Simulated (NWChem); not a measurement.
System: Si2H5O2F; SMILES [SiH3][Si](F)(O)O

Input file for NWChem:

```
start job
memory heap 200 mb stack 900 mb global 1100 mb
geometry units angstroms noautosym nocenter noautoz
  O     -1.552070    -0.844007    -0.441536
  Si    -0.021319    -0.406514    -0.021973
  O      0.321801    -1.134549     1.428899
  F      1.061741    -0.972417    -1.086635
  Si     0.083079     1.922247     0.002921
  H     -1.811721    -1.747842    -0.205771
  H      1.254293    -1.320179     1.609603
  H      1.460444     2.354325     0.370827
  H     -0.249985     2.488753    -1.331344
  H     -0.864766     2.461337     1.014248
end
basis spherical
  O library 6-31g*
  Si library 6-31g*
  F library 6-31g*
  H library 6-31g*
end
dft
  xc xcamb88 1.00 lyp 0.81 vwn_5 0.19 hfexch 1.00
  cam 0.33 cam_alpha 0.19 cam_beta 0.46
  iterations 150
end
property
  efieldgrad
end
task dft property
```

All runs use the structure optimised with B3LYP/6-31G* (spherical d).

Vzz is the largest principal value of the second derivative of the potential at the nucleus (NWChem prints the opposite sign); η is the asymmetry. Non-relativistic.

Atoms are numbered as in the input.

Question: What results follow from this input? (CAM-B3LYP/6-31G* (spherical d).) Quantities: Vzz O1 (a.u.); η O1; Vzz O3 (a.u.); η O3.

Answer: 
```yaml
Vzz O1 (a.u.): 1.364
"η O1": 0.52
Vzz O3 (a.u.): 1.375
"η O3": 0.54
```
